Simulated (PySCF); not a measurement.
H₉BO₃Si₃, SMILES B(O)([SiH2][SiH2]O[SiH3])O, GFN2-xTB optimised geometry.

```
16

O      2.86     1.24     0.00
B      1.49     1.24     0.00
O      0.90     2.45     0.00
Si     0.30    -0.33     0.01
Si    -1.84     0.11    -0.70
O     -2.66    -1.30    -0.83
Si    -3.09    -2.85    -0.78
H      3.30     0.40     0.00
H      1.49     3.20     0.01
H      0.29    -0.96     1.35
H      0.92    -1.45    -0.77
H     -2.68     0.90     0.21
H     -1.97     0.69    -2.05
H     -2.00    -3.63    -1.37
H     -4.31    -2.94    -1.57
H     -3.30    -3.20     0.62
```

Density from B3LYP/def2-TZVP (PySCF) at that geometry.

Minimum of the electron density along straight lines between bonded atoms, close to the bond critical point (lines longer than 1.1 times the sum of covalent radii, or with two minima, are not listed):

```
bond     length / Å  ρ at the minimum / e bohr⁻³  ∇²ρ there / e bohr⁻⁵  position (fraction from the first atom)
-------  ----------  ---------------------------  --------------------  ---------------------------------------
O1–B2         1.363                        0.207                  0.92                                     0.67
B2–O3         1.352                        0.215                  0.99                                     0.33
B2–Si4        1.972                        0.119                   [?]                                     0.61
Si4–Si5       2.304                          [?]                 -0.20                                     0.48
Si5–O6        1.628                        0.135                  0.90                                     0.42
O6–Si7        1.611                        0.141                  0.97                                     0.58
O1–H8         0.955                        0.365                 -2.53                                     0.81
O3–H9         0.961                        0.359                 -2.45                                     0.81
Si4–H10       1.485                        0.117                  0.17                                     0.49
Si4–H11       1.488                        0.117                  0.18                                     0.49
Si5–H12       1.469                        0.126                  0.17                                     0.49
Si5–H13       1.470                        0.125                   [?]                                     0.49
Si7–H14       1.463                        0.127                  0.18                                     0.49
Si7–H15       1.462                        0.128                  0.18                                     0.49
Si7–H16       1.462                        0.127                  0.18                                     0.49
```

**Question.** What belongs in the gaps?

**Answer.** 
- B2–Si4, ∇²ρ there / e bohr⁻⁵: -0.02
- Si4–Si5, ρ at the minimum / e bohr⁻³: 0.102
- Si5–H13, ∇²ρ there / e bohr⁻⁵: 0.16
